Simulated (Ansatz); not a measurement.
Reaction (isomerisation): `N/C=C/[SiH2]Cl` → `C/C=N\[SiH2]Cl`

Program: Ansatz. Geometries: PBE0-D4/def2-TZVP. ΔE: electronic, gas phase. CBS: MP2 limit from def2 TZ/QZ plus the TZ coupled-cluster correction, frozen cores. Double bonds are as drawn, so ΔE can hold a change between cis and trans. Functionals use def2-TZVPP. B3LYP here is the variant with VWN-RPA as its local correlation; programs differ in this. One conformer a species, not always the lowest.

Task: Is it downhill or uphill in electronic energy at CCSD(T)/CBS, and by how much? (An estimate is asked.)

Result: Computed: Downhill: ΔE = -0.34 eV.

Task: What do these levels give: r2SCAN-D4, ωB97X-V, ωB97M-V, B2PLYP, PBE, B3LYP, MP2/def2-TZVPP, MP2/def2-QZVPP, SCS-MP2/def2-QZVPP, HF/CBS(def2), MP2/CBS(def2), CCSD/CBS(def2)? (Best estimate.)

Result: Computed: r2SCAN-D4 -0.28, ωB97X-V -0.34, ωB97M-V -0.32, B2PLYP -0.34, PBE -0.24, B3LYP -0.32, MP2/def2-TZVPP -0.33, MP2/def2-QZVPP -0.32, SCS-MP2/def2-QZVPP -0.37, HF/CBS(def2) -0.42, MP2/CBS(def2) -0.31, CCSD/CBS(def2) -0.34 eV.

Largest T1 diagnostic among the species: 0.012.

In def2-TZVPP, CCSD(T) changes the Hartree–Fock value by +0.05 eV (the triples alone add +0.01 eV) and MP2 by +0.08 eV.
